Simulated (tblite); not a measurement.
Species: C₄H₈AlClO.
Numbering: `[CH3:1][O:2][Al:3]([Cl:4])[CH:5]1[CH2:6][CH2:7]1` (hydrogens: H8, H9, H10 on C1; H11 on C5; H12, H13 on C6; H14, H15 on C7)

Computed with GFN2-xTB (tblite), gas phase: L-BFGS steps from a force-field or distance-geometry start until the largest atomic force falls under 0.01 eV/Å.

Step 59: E = -609.9140 eV
```
atom  x, y, z in Å  |  force x, y, z in eV/Å
C1      2.9284    0.0182    0.3684   -0.042   0.075   0.031
O2      1.7847   -0.0467   -0.4351   -0.011  -0.052   0.061
Al3     0.3984   -0.0335   -1.3273    0.054  -0.057  -0.092
Cl4     0.5631   -0.3194   -3.3367   -0.015   0.009  -0.005
C5     -1.3984    0.2841   -0.5483    0.041   0.137   0.104
C6     -2.1718   -0.7125    0.2847    0.029   0.013   0.172
C7     -1.6488    0.5250    0.9258   -0.056   0.033  -0.050
H8      3.6020   -0.8145    0.1486   -0.087   0.004   0.005
H9      3.4459    0.9556    0.1685    0.120   0.064  -0.007
H10     2.6530   -0.0021    1.4260   -0.015  -0.081  -0.009
H11    -2.0381    0.8636   -1.2153   -0.051   0.006   0.042
H12    -3.2370   -0.7866    0.1080    0.063  -0.051   0.040
H13    -1.7033   -1.6377    0.5749   -0.007  -0.174  -0.103
H14    -2.3648    1.2789    1.2196    0.040   0.101  -0.061
H15    -0.8173    0.4357    1.6162   -0.064  -0.028  -0.128
```

Step 60: E = -609.9193 eV
```
atom  x, y, z in Å  |  force x, y, z in eV/Å
C1      2.9025    0.0209    0.3770   -0.006   0.073   0.103
O2      1.7660   -0.0380   -0.4330   -0.021  -0.054   0.024
Al3     0.3980   -0.0355   -1.3505    0.011  -0.047  -0.016
Cl4     0.5644   -0.3029   -3.3578    0.000  -0.001  -0.068
C5     -1.3923    0.2729   -0.5572   -0.047   0.079   0.087
C6     -2.1641   -0.7146    0.2935    0.054   0.027   0.133
C7     -1.6207    0.5243    0.9168   -0.079   0.010   0.008
H8      3.5728   -0.8142    0.1582   -0.058   0.008   0.010
H9      3.4251    0.9580    0.1878    0.120   0.055  -0.018
H10     2.6209   -0.0035    1.4343   -0.016  -0.083  -0.043
H11    -2.0420    0.8489   -1.2178   -0.036   0.020   0.045
H12    -3.2347   -0.7831    0.1311    0.159  -0.041   0.047
H13    -1.6953   -1.6434    0.5797   -0.051  -0.103  -0.104
H14    -2.3220    1.2899    1.2164    0.027   0.078  -0.064
H15    -0.7830    0.4284    1.5993   -0.056  -0.020  -0.144
```

Step 61: E = -609.9244 eV
```
atom  x, y, z in Å  |  force x, y, z in eV/Å
C1      2.8770    0.0244    0.3868    0.006   0.050   0.128
O2      1.7487   -0.0351   -0.4329   -0.016  -0.034   0.003
Al3     0.3970   -0.0400   -1.3728   -0.043  -0.027   0.036
Cl4     0.5720   -0.2844   -3.3804    0.006  -0.009  -0.087
C5     -1.3895    0.2641   -0.5653   -0.116  -0.001   0.064
C6     -2.1561   -0.7160    0.3060    0.086   0.035   0.035
C7     -1.5939    0.5245    0.9090   -0.070  -0.011   0.042
H8      3.5455   -0.8122    0.1701   -0.023   0.005   0.023
H9      3.4051    0.9612    0.2050    0.085   0.027  -0.007
H10     2.5846   -0.0062    1.4423    0.002  -0.062  -0.078
H11    -2.0501    0.8349   -1.2205   -0.015   0.027   0.058
H12    -3.2303   -0.7801    0.1571    0.205  -0.025   0.051
H13    -1.6890   -1.6511    0.5813   -0.070  -0.025  -0.081
H14    -2.2797    1.3014    1.2155    0.009   0.055  -0.059
H15    -0.7456    0.4226    1.5768   -0.044  -0.006  -0.129
```

Q: Estimate the geometry and energy of step 62. (The exact step hangs on the optimiser's Hessian estimate; all steps are aligned on step 61, rigid shifts and turns removed.)

A: E = -609.9286 eV, largest force 0.183 eV/Å
```
atom  x, y, z in Å  |  force x, y, z in eV/Å
C1      2.8595    0.0280    0.3943    0.049   0.003   0.059
O2      1.7335   -0.0326   -0.4278   -0.034  -0.007  -0.030
Al3     0.3939   -0.0446   -1.3858   -0.070   0.006   0.078
Cl4     0.5859   -0.2744   -3.3933    0.003  -0.015  -0.083
C5     -1.3918    0.2617   -0.5698   -0.106  -0.059  -0.014
C6     -2.1484   -0.7161    0.3156    0.062  -0.023  -0.061
C7     -1.5784    0.5248    0.9040   -0.043   0.013   0.066
H8      3.5237   -0.8116    0.1752    0.007   0.009   0.034
H9      3.3944    0.9627    0.2131    0.032  -0.007   0.016
H10     2.5641   -0.0106    1.4468    0.000  -0.024  -0.030
H11    -2.0605    0.8293   -1.2198   -0.004   0.026   0.063
H12    -3.2235   -0.7812    0.1783    0.177  -0.012   0.043
H13    -1.6819   -1.6569    0.5766   -0.060   0.033  -0.044
H14    -2.2524    1.3096    1.2131   -0.030   0.049  -0.030
H15    -0.7224    0.4199    1.5574    0.018   0.008  -0.068
```

The energy changes by -0.0042 eV. The first-order estimate −F·Δx gives -0.0063 eV and the mean of the old and new forces, exact on a quadratic surface, -0.0042 eV. The step makes an angle of 78° with the force vector and moves no atom by more than 0.030 Å.

What follows is the cost of the whole relaxation. The run took 1.4 s wall on one thread, Intel Xeon at 2.70 GHz (x86_64), shared host.
